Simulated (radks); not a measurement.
The numbers below are computed, except where a source is named.
Task: All-electron atom: Si+ in [Ne] 3s2 3p1 (the NIST ground configuration). Level of theory: non-relativistic Kohn-Sham, LDA (Slater exchange, Perdew-Wang correlation), spin-unpolarised, spherical densities, point nucleus (a radial shooting solver on a logarithmic mesh with Libxc functionals). Some entries of the table are withheld. Estimate them.

orbital,occ.,eigenvalue (hartree),<r> (bohr),r(max) (bohr)
1s,2,-65.54070,(1),0.07321
2s,2,-5.42415,0.5722,0.4574
2p,6,-3.86466,0.5387,0.3874
3s,2,-0.70014,2.057,(2)
3p,1,-0.43210,2.450,2.017

Result: 
(1) 1s <r> (bohr): 0.1120
(2) 3s r(max) (bohr): 1.740
